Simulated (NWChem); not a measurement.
All runs are NWChem calculations. System: C2H4NO, charge 0, spin multiplicity 2, at a geometry optimised with UB3LYP/def2-SVP. The structure started from a generated list of species. Its SCF solution wasn't tested for a lower state. Level: UMP2/def2-TZVP, 4 core orbitals frozen.

Job file:

```
start mol
memory heap 200 mb stack 900 mb global 1100 mb
geometry units angstroms nocenter noautoz
  C      0.776849    -1.180824     0.000000
  C     -0.125739    -0.029798     0.000000
  N      0.473608     1.207785     0.000000
  O     -1.345343    -0.161491     0.000000
  H      0.323157    -2.172530     0.000000
  H      1.866087    -1.085726     0.000000
  H     -0.124508     2.024821     0.000000
  H      1.476093     1.334596     0.000000
  symmetry group Cs
end
basis spherical
  * library def2-tzvp
end
scf
  uhf
  nopen 1
  maxiter 100
  thresh 1e-7
  semidirect memsize 60000000 filesize 0
  # guess.movecs holds the orbitals of an unrestricted PBE0 run
  vectors input guess.movecs output mol.movecs
end
mp2
  freeze core 4
end
task mp2 energy
```

Part of the output:

```
             Northwest Computational Chemistry Package (NWChem) 7.3.0
             --------------------------------------------------------

                                NWChem Input Module
                                -------------------

 Scaling coordinates for geometry "geometry" by  1.889725989
 (inverse scale =  0.529177249)

 Turning off AUTOSYM since
 SYMMETRY directive was detected!

                             Geometry "geometry" -> ""
                             -------------------------

 Output coordinates in angstroms (scale by  1.889725989 to convert to a.u.)

  No.       Tag          Charge          X              Y              Z
 ---- ---------------- ---------- -------------- -------------- --------------
    1 C                    6.0000     0.77684900    -1.18082400     0.00000000
    2 C                    6.0000    -0.12573900    -0.02979800     0.00000000
    3 N                    7.0000     0.47360800     1.20778500     0.00000000
    4 O                    8.0000    -1.34534300    -0.16149100     0.00000000
    5 H                    1.0000     0.32315700    -2.17253000     0.00000000
    6 H                    1.0000     1.86608700    -1.08572600     0.00000000
    7 H                    1.0000    -0.12450800     2.02482100     0.00000000
    8 H                    1.0000     1.47609300     1.33459600     0.00000000

 Effective nuclear repulsion energy (a.u.)     113.7415082456

            Nuclear Dipole moment (a.u.)
            ----------------------------
        X                 Y               Z
 ---------------- ---------------- ----------------
     0.0000018897    -0.0000075589     0.0000000000

      Symmetry information
      --------------------

 Group name             Cs
 Group number              2
 Group order               2
 No. of unique centers     8

      Symmetry unique atoms

     1    2    3    4    5    6    7    8


 Summary of "ao basis" -> "" (spherical)
 ------------------------------------------------------------------------------
       Tag                 Description            Shells   Functions and Types
 ---------------- ------------------------------  ------  ---------------------
 *                         def2-tzvp                  on all atoms

 Summary of "ao basis" -> "ao basis" (spherical)
 ------------------------------------------------------------------------------
       Tag                 Description            Shells   Functions and Types
 ---------------- ------------------------------  ------  ---------------------
 C                         def2-tzvp                11       31   5s3p2d1f
 N                         def2-tzvp                11       31   5s3p2d1f
 O                         def2-tzvp                11       31   5s3p2d1f
 H                         def2-tzvp                 4        6   3s1p

                                 NWChem SCF Module
                                 -----------------

  ao basis        = "ao basis"
  functions       =   148
  atoms           =     8
  alpha electrons =    16
  beta  electrons =    15
  charge          =   0.00
  wavefunction    = UHF
  use symmetry    = T
  symmetry adapt  = T

 Summary of "ao basis" -> "ao basis" (spherical)
 ------------------------------------------------------------------------------
       Tag                 Description            Shells   Functions and Types
 ---------------- ------------------------------  ------  ---------------------
 C                         def2-tzvp                11       31   5s3p2d1f
 N                         def2-tzvp                11       31   5s3p2d1f
 O                         def2-tzvp                11       31   5s3p2d1f
 H                         def2-tzvp                 4        6   3s1p

      Symmetry analysis of basis
      --------------------------

        a'        104
        a"         44

 Forming initial guess at       0.1s

   Symmetry analysis of molecular orbitals - initial alpha
   -------------------------------------------------------

  Numbering of irreducible representations:

     1 a'          2 a"

  Orbital symmetries:

     1 a'          2 a'          3 a'          4 a'          5 a'
     6 a'          7 a'          8 a'          9 a'         10 a'
    11 a'         12 a"         13 a'         14 a"         15 a'
    16 a"         17 a'         18 a"         19 a'         20 a'
    21 a'         22 a'         23 a'         24 a'         25 a"
    26 a'

   Symmetry analysis of molecular orbitals - initial beta
   ------------------------------------------------------

  Numbering of irreducible representations:

     1 a'          2 a"

  Orbital symmetries:

     1 a'          2 a'          3 a'          4 a'          5 a'
     6 a'          7 a'          8 a'          9 a'         10 a'
    11 a'         12 a'         13 a"         14 a"         15 a'
    16 a"         17 a'         18 a"         19 a'         20 a'
    21 a'         22 a'         23 a'         24 a'         25 a"
    26 a'

 Starting SCF solution at       0.1s

 ----------------------------------------------
         Quadratically convergent UHF

 Convergence threshold     :          1.000E-07
 Maximum no. of iterations :          100
 Integral*density screening:          1.000E-09
 ----------------------------------------------

              iter       energy          gnorm     gmax       time
             ----- ------------------- --------- --------- --------
                 1     -207.4125005950  6.15D-01  8.74D-02      2.7
                 2     -207.4368230898  4.37D-02  1.60D-02      3.4
[...]
              MO Center=  4.5D-01, -8.9D-01, -2.3D-14, r^2= 2.7D+00
   Bfn.  Coefficient  Atom+Function         Bfn.  Coefficient  Atom+Function
  ----- ------------  ---------------      ----- ------------  ---------------
    14      0.595690  1 C  pz                 8      0.250779  1 C  pz
   107     -0.209272  4 O  pz                11      0.178592  1 C  pz
   101     -0.170784  4 O  pz               104     -0.150319  4 O  pz

 Vector   17  Occ=0.000000D+00  E= 1.275453D-01  Symmetry=a'
              MO Center=  1.6D+00,  1.3D+00, -1.6D-15, r^2= 5.1D+00
   Bfn.  Coefficient  Atom+Function         Bfn.  Coefficient  Atom+Function
  ----- ------------  ---------------      ----- ------------  ---------------
    67      2.413463  3 N  s                145     -1.728044  8 H  s
     5      1.539961  1 C  s                133     -1.230900  6 H  s
    36     -1.148892  2 C  s                139     -0.866957  7 H  s
    12      0.490518  1 C  px                43     -0.441383  2 C  px
    66     -0.386146  3 N  s                 13      0.361615  1 C  py

 Vector   18  Occ=0.000000D+00  E= 1.759739D-01  Symmetry=a'
              MO Center=  5.0D-01,  1.5D+00,  1.1D-12, r^2= 7.3D+00
   Bfn.  Coefficient  Atom+Function         Bfn.  Coefficient  Atom+Function
  ----- ------------  ---------------      ----- ------------  ---------------
   139     -2.179931  7 H  s                133      2.059443  6 H  s
     5     -1.172134  1 C  s                 12     -1.087364  1 C  px
    74     -0.862190  3 N  px               145      0.775737  8 H  s
    43      0.601288  2 C  px                75      0.598582  3 N  py
    67      0.531730  3 N  s                 98      0.472640  4 O  s

 center of mass
 --------------
 x =  -0.11413456 y =  -0.00312128 z =   0.00000000

 moments of inertia (a.u.)
 ------------------
         176.619808081620           1.791911829398           0.000000000000
           1.791911829398         161.187768688317           0.000000000000
           0.000000000000           0.000000000000         337.807576769937

  Mulliken analysis of the total density
  --------------------------------------

    Atom       Charge   Shell Charges
 -----------   ------   -------------------------------------------------------
    1 C    6     6.25   0.85  1.12  0.50  0.66  0.13  1.21  1.31  0.42  0.02  0.03  0.00
    2 C    6     5.54   0.86  1.12  0.52  0.47  0.03  1.16  0.98  0.11  0.06  0.20  0.02
    3 N    7     7.55   0.82  1.16  0.50  0.81  0.14  1.54  1.80  0.74  0.01  0.03  0.00
    4 O    8     8.50   0.79  1.18  0.58  0.95  0.35  1.83  1.96  0.82  0.00  0.03  0.00
    5 H    1     0.84   0.26  0.48  0.08  0.02
    6 H    1     0.86   0.26  0.49  0.09  0.02
    7 H    1     0.73   0.25  0.39  0.05  0.04
    8 H    1     0.74   0.26  0.40  0.04  0.04

  Mulliken analysis of the alpha density
  --------------------------------------

    Atom       Charge   Shell Charges
 -----------   ------   -------------------------------------------------------
    1 C    6     3.70   0.43  0.56  0.26  0.35  0.08  0.78  0.90  0.31  0.01  0.02  0.00
    2 C    6     2.65   0.43  0.56  0.25  0.22  0.02  0.54  0.45  0.04  0.03  0.11  0.01
    3 N    7     3.78   0.41  0.58  0.25  0.41  0.07  0.77  0.90  0.37  0.00  0.02  0.00
    4 O    8     4.37   0.40  0.59  0.29  0.48  0.17  0.97  1.03  0.41  0.00  0.01  0.00
    5 H    1     0.38   0.12  0.21  0.03  0.01
    6 H    1     0.39   0.12  0.22  0.03  0.01
    7 H    1     0.36   0.13  0.19  0.02  0.02
    8 H    1     0.37   0.13  0.20  0.02  0.02

   Mulliken analysis of the beta density
   -------------------------------------

    Atom       Charge   Shell Charges
 -----------   ------   -------------------------------------------------------
    1 C    6     2.55   0.43  0.56  0.23  0.31  0.04  0.43  0.41  0.11  0.01  0.01  0.00
    2 C    6     2.88   0.43  0.56  0.27  0.25  0.01  0.62  0.53  0.08  0.03  0.10  0.01
    3 N    7     3.77   0.41  0.58  0.25  0.41  0.07  0.77  0.90  0.37  0.00  0.02  0.00
    4 O    8     4.13   0.40  0.59  0.28  0.47  0.17  0.86  0.93  0.41  0.00  0.02  0.00
    5 H    1     0.46   0.14  0.26  0.05  0.01
    6 H    1     0.47   0.14  0.27  0.05  0.01
    7 H    1     0.37   0.13  0.19  0.03  0.02
    8 H    1     0.37   0.13  0.20  0.02  0.02

   Mulliken analysis of the spin density
   -------------------------------------

    Atom       Charge   Shell Charges
 -----------   ------   -------------------------------------------------------
    1 C    6     1.15   0.00 -0.00  0.03  0.04  0.04  0.35  0.49  0.19 -0.00  0.00 -0.00
    2 C    6    -0.23  -0.00  0.00 -0.01 -0.03  0.00 -0.08 -0.09 -0.04  0.00  0.01  0.00
    3 N    7     0.00  -0.00  0.00 -0.00 -0.00 -0.00  0.00  0.01 -0.00 -0.00 -0.00 -0.00
    4 O    8     0.24   0.00 -0.00  0.01  0.01 -0.00  0.12  0.10  0.00 -0.00 -0.00 -0.00
    5 H    1    -0.08  -0.01 -0.05 -0.02  0.00
    6 H    1    -0.08  -0.01 -0.05 -0.02  0.00
    7 H    1    -0.00  -0.00 -0.00 -0.00  0.00
    8 H    1     0.00   0.00  0.00 -0.00 -0.00

       Multipole analysis of the density wrt the origin
       ------------------------------------------------

     L   x y z        total         alpha         beta         nuclear
     -   - - -        -----         -----         ----         -------
     0   0 0 0     -0.000000    -16.000000    -15.000000     31.000000

     1   1 0 0      1.588756      0.364855      1.223900      0.000002
     1   0 1 0      0.378878      1.215165     -0.836279     -0.000008
     1   0 0 1     -0.000000     -0.000000     -0.000000      0.000000

     2   2 0 0    -18.959092    -56.909494    -53.278171     91.228573
     2   1 1 0     -0.334771      2.601554     -0.259833     -2.676492
     2   1 0 1      0.000000      0.000000     -0.000000      0.000000
     2   0 2 0    -13.732992    -63.804172    -59.099758    109.170938
     2   0 1 1     -0.000000     -0.000000     -0.000000      0.000000
     2   0 0 2    -19.078239    -10.600691     -8.477549      0.000000

                   NWChem MP2 Semi-direct Energy/Gradient Module
                   ---------------------------------------------

  Basis functions       =    148
  Molecular orbitals    =    148
  Frozen core           =      4
  Frozen virtuals       =      0
  Active alpha occupied =     12
  Active beta occupied  =     11
  Active alpha virtual  =    132
  Active beta virtual   =    133
  Use MO symmetry       = T
  Use skeleton AO sym   = T

  AO/Fock/Back tols     =   1.0D-09  1.0D-09  1.0D-09

 GA uses MA = F    GA memory limited = T

 Available:
  local mem=  1.26D+08
 global mem=  1.44D+08
 local disk=  0.00D+00
  mp2_memr nvloc                   132
  nvloc new                   132
   1 passes of  12:        5242880                     123852                  58772849.
   1 passes of  12: M    126151259           G      144135392           F     120908379.

 Semi-direct pass number   1 of   1  for UHF alpha       at       10.8s
  vrange nnbf                 10906
  mp2_eaftype                   224  avail_ma_in_mb                  1099
 EAF : mp2_eaftype filesize         224   29386424.
  mp2_eaf for mointskh                    224
Node 0 wrote    138.2 Mb in      0.0 s     Agg I/O rate:  4211.2 Mb/s
 Done moints_semi at       16.0s
  mp2_eaftype                   224  avail_ma_in_mb                   875
 EAF : mp2_eaftype filesize         224   29386424.
  mp2_eaf for kh                   224
 Done maket at       16.3s
 Done multipass loop at       16.3s

 GA uses MA = F    GA memory limited = T

 Available:
  local mem=  1.26D+08
 global mem=  1.44D+08
 local disk=  0.00D+00
  mp2_memr nvloc                   133
  nvloc new                   133
   1 passes of  11:        5242880                     117804                  54286120.
   1 passes of  11: M    126151259           G      144135392           F     120908379.

 Semi-direct pass number   1 of   1  for UHF beta        at       16.3s
  vrange nnbf                 10906
  mp2_eaftype                   207  avail_ma_in_mb                  1099
 EAF : mp2_eaftype filesize         207   27143060.
  mp2_eaf for mointskh                    207
Node 0 wrote    127.6 Mb in      0.0 s     Agg I/O rate:  4329.9 Mb/s
 Done moints_semi at       21.3s
  mp2_eaftype                   207  avail_ma_in_mb                   892
 EAF : mp2_eaftype filesize         207   27143060.
  mp2_eaf for kh                   207
 Done maket at       21.6s
 Done multipass loop at       21.6s

          -------------------------------------------
          SCF energy                -207.437604980445
          Correlation energy          -0.722499778521
          Singlet pairs                0.000000000000
          Triplet pairs                0.000000000000
          Total MP2 energy          -208.160104758966
          -------------------------------------------

          ---------------------------------------------------
                    Spin Component Scaled (SCS) MP2
          Same spin pairs                     -0.182083847555
          Same spin scaling factor             0.333333333333
          Opposite spin pairs                 -0.540415930966
          Opposite spin scaling fact.          1.200000000000
          SCS-MP2 correlation energy          -0.709193733011
          Total SCS-MP2 energy              -208.146798713456
          ---------------------------------------------------

 -----------------------
 Performance information
 -----------------------

 Timer overhead =  1.36D-07 seconds/call

               Nr. of calls         CPU time (s)                 Wall time (s)                GFlops
             ---------------    -------------------     ------------------------------   -------------------
Name         Min   Avg   Max    Min     Avg     Max     Min     Avg     Max   Mx/calls   Min     Max     Sum
mp2: moin     2     2     2    10.     10.     10.      10.     10.     10.     5.1      0.0     0.0     0.0
mp2: make     2     2     2   0.63    0.63    0.63     0.63    0.63    0.63    0.32      0.0     0.0     0.0
mp2: tota     1     1     1    11.     11.     11.      11.     11.     11.     11.      0.0     0.0     0.0

 The average no. of pstat calls per process was 5.00D+00
 with a timing overhead of 6.82D-07s

 Task  times  cpu:       21.6s     wall:       21.6s

 Total times  cpu:       21.6s     wall:       21.6s
```
